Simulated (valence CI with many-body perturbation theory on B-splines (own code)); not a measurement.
## Sensitivity of CI+MBPT for Si

Method: valence CI with perturbative core correlation (CI+MBPT): four valence electrons over a frozen Dirac-Fock core [Ne], radial functions for each j: 6 s, 6 p, 5 d, 3 f, 1 g, with the one-electron correlation potential Σ1, the two-electron term Σ2, the three-electron term Σ3, Breit, model QED; selected CI, second order for the rest, scaled by the run's own slope (own B-spline code, finite nucleus).

Against 21 measured levels this calculation errs by 45 cm⁻¹ on average and by 297 at most. These come from a selection out of the NIST Handbook of Basic Atomic Spectroscopic Data. Levels without a partner in it may be off by more. Among the levels kept, up to 480 cm⁻¹ of a level comes from second order outside the variational space, and about a tenth of that is noise between levels of different J, which matters for small intervals.

The reference run has the lowest level 3s2.3p2 3P_0 and an ionisation energy of 8.14451 eV. Its largest variational space holds 10310 state functions.

Names give the largest LS component (configuration and term), which can be under half, so a name can repeat, a term be missing and a line seem to break the LS rules; names also repeat where a configuration has a term twice.

Changed runs:
A. QED terms on → off; averaging of valence orbitals over low configurations on → off
B. highest l with Σ1, explicit Σ2 and valence Breit (higher l get mean screening factors) 3 → 1
C. natural orbitals for correlation on → off
D. correlating orbitals by l 3 3 3 2 1 → 0 0 0 0 0 (bad on purpose)

Excitation energies of the reference run in cm⁻¹, and shifts in cm⁻¹:

```
                 Level  Reference         A         B         C         D
          3s2.3p2 3P_1       68.0         0      -0.2      +6.7      +6.6
          3s2.3p2 3P_2        215      -0.7      +0.3      +1.5      +1.5
          3s2.3p2 1D_2       6394      -0.9       +85     +2106     +2199
          3s2.3p2 1S_0      15604      -0.8      -201     +1481     +1114
          3s.3p3 5S°_2      33029       +18      -237     -4962     -5844
       3s2.3p.4s 3P°_0      39676      -6.7      -317     -1234     -1350
       3s2.3p.4s 3P°_1      39751      -6.9      -317     -1229     -1343
       3s2.3p.4s 3P°_2      39947      -7.2      -317     -1231     -1343
       3s2.3p.4s 1P°_1      41011      -7.1      -266     -1038     -1039
          3s.3p3 3D°_1      45305      +7.9       -46      -350      +151
          3s.3p3 3D°_2      45316      +7.8       -42      -338      +164
          3s.3p3 3D°_3      45346      +7.8       -42      -331      +175
Ionisation energy (eV)    8.14451  -0.00065  -0.04227  -0.20908  -0.23663
```
